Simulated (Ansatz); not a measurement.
System: 1,1-difluoroethane, C₂H₄F₂, charge 0, multiplicity 1. 
Coordinates optimised at B3LYP-D3(BJ)/def2-TZVP (Ansatz, an electronic-structure program):
SMILES: C(F)(F)C
```xyz
8

C     -1.3731    -0.0681     0.0292
C      0.0961    -0.0798     0.3399
F      0.7432    -0.9902    -0.4560
F      0.6484     1.1468     0.0727
H     -1.8004    -1.0511     0.2265
H     -1.5204     0.1851    -1.0206
H     -1.8768     0.6705     0.6524
H      0.3352    -0.3259     1.3772
```

Basis-set convergence of Hartree-Fock and MP2 correlation energies (hartree) with Ansatz. Valence correlation only, unless marked. Spin-orbit coupling is left out. No relativistic terms.

```json
[
 {"basis": "cc-pVDZ", "functions": "76", "E(HF)": "-276.96055", "E(corr, MP2)": "-0.65302"},
 {"basis": "cc-pVTZ", "functions": "176", "E(HF)": "-277.05396", "E(corr, MP2)": "-0.84651"},
 {"basis": "cc-pVQZ", "functions": "340", "E(HF)": "-277.07572", "E(corr, MP2)": "-0.91620"},
 {"basis": "cc-pV5Z", "functions": "584", "E(HF)": "-277.08156", "E(corr, MP2)": "-0.94462"}
]
```

Extrapolating the two largest sets (X = 4 and 5) as X^-3: E(corr) = (125·(-0.94462) - 64·(-0.91620))/61 = -0.9744 Eh, an estimate of the basis-set limit. The largest set recovers 96.9 % of it, the smallest 67.0 %.
